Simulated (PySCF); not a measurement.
## Chromium: highly charged ions in a basis for the neutral atom

Cr⁷⁺ [Ne] 3s2 3p5, Cr⁸⁺ [Ne] 3s2 3p4. All numbers are calculated (PySCF 2.14, the non-relativistic Hamiltonian (point nucleus), in 6-31G* (5s4p2d1f, 34 functions)). No spin-orbit coupling, so a gap to NIST mixes the basis error with missing relativistic terms.

Changed run: basis of the neutral atom used for a highly charged ion. This setting is unsound on purpose.

```json
{"species": "Cr⁷⁺", "method": "UHF", "sound run (hartree)": "not run", "changed run (hartree)": "-1027.41615", "converged": "yes"}
{"species": "Cr⁷⁺", "method": "PBE", "sound run (hartree)": "not run", "changed run (hartree)": "-1027.87344", "converged": "yes"}
{"species": "Cr⁷⁺", "method": "r2SCAN", "sound run (hartree)": "not run", "changed run (hartree)": "-1028.11000", "converged": "yes"}
{"species": "Cr⁸⁺", "method": "UHF", "sound run (hartree)": "not run", "changed run (hartree)": "-1020.52327", "converged": "yes"}
{"species": "Cr⁸⁺", "method": "PBE", "sound run (hartree)": "not run", "changed run (hartree)": "-1020.92275", "converged": "yes"}
{"species": "Cr⁸⁺", "method": "r2SCAN", "sound run (hartree)": "not run", "changed run (hartree)": "-1021.15499", "converged": "yes"}
```

Ionisation energy of Cr⁷⁺:

| method | changed run (eV) | NIST (eV) |
| --- | --- | --- |
| UHF | 187.56 | 184.76 ± 0.15 |
| PBE | 189.14 | 184.76 ± 0.15 |
| r2SCAN | 189.26 | 184.76 ± 0.15 |

The contracted functions were made for the neutral atom and can be too rigid for a highly charged ion.
